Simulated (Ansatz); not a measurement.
Name a neutral molecule of C, Ga, O and H with HOMO–LUMO gap (B3LYP/def2-TZVPP) between 5.30 and 5.60 eV and HOMO–LUMO gap (PBE/def2-TZVPP) between 3.60 and 3.90 eV (Ansatz, PBE0-D4/def2-TZVP geometry).

`CO[CH2][GaH][OH]` (5.52 eV, 3.85 eV). Other molecules can fit too; these were computed, each in one conformer that needn't be the lowest.

B3LYP here is the variant with VWN-RPA as its local correlation; programs differ in this.
